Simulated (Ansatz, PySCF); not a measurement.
Gas-phase reaction (SMILES): F[SiH2]Cl [chloro(fluoro)silane] + 2 [H][H] (H2) → Cl (HCl) + F (HF) + [SiH4] (SiH4); energy of full hydrogenation.

Geometries: B3LYP-D3(BJ)/def2-TZVP minima from Ansatz (an electronic-structure program). Correlated levels leave the core frozen unless marked. Spin-orbit coupling is left out. Non-relativistic. Basis-set limits of correlation are two-point, X^-3; Hartree-Fock from the larger set. Thermal terms are rigid-rotor harmonic-oscillator values from B3LYP-D3(BJ) frequencies (PySCF) at 298.15 K and 1 atm. 1 Eh = 627.5095 kcal/mol.

| species | E, CCSD(T)/CBS(cc-pV(T+d)Z,cc-pV(Q+d)Z) (Ansatz) (Eh) | E, B3LYP-D3(BJ)/def2-TZVPD (Ansatz + dftd3) (Eh) | H - E (Eh) | G - E (Eh) |
|---|---|---|---|---|
| F[SiH2]Cl | -849.95406 | -850.96368 | 0.02656 | -0.00532 |
| [H][H] (H2) | -1.17450 | -1.17983 | 0.01336 | -0.00144 |
| Cl (HCl) | -460.37849 | -460.83744 | 0.01000 | -0.01120 |
| F (HF) | -100.39146 | -100.49389 | 0.01259 | -0.00713 |
| [SiH4] (SiH4) | -291.45815 | -291.91976 | 0.03520 | 0.01198 |

Problem. Work out ΔE and ΔH, ΔG, ΔS and the equilibrium constant at 298.15 K at the first level, then ΔH at the second.

Solution. 
1. ΔE = [(-460.37849) + (-100.39146) + (-291.45815)] - [(-849.95406) + 2×(-1.17450)] = 0.07496 Eh = 47.0 kcal/mol at CCSD(T)/CBS(cc-pV(T+d)Z,cc-pV(Q+d)Z).
2. The terms H - E add up to 0.00451 Eh, so ΔH = (0.07496 + (0.00451))×627.5095 = 49.9 kcal/mol.
3. The terms G - E add up to 0.00185 Eh, so ΔG = 48.2 kcal/mol, and ΔS = (0.00451 - (0.00185))×627509.5/298.15 = 5.6 cal/(mol K).
4. log10 K = -ΔG/(RT ln 10) = -35.3, with RT ln 10 = 1.3642 kcal/mol.
5. At B3LYP-D3(BJ)/def2-TZVPD the same steps give ΔE = 45.3 and ΔH = 48.2 kcal/mol, a shift of -1.7 from the first level.
6. These values are not checked against measurement here, since the tables used lack a sound gas-phase enthalpy of formation for at least one species.
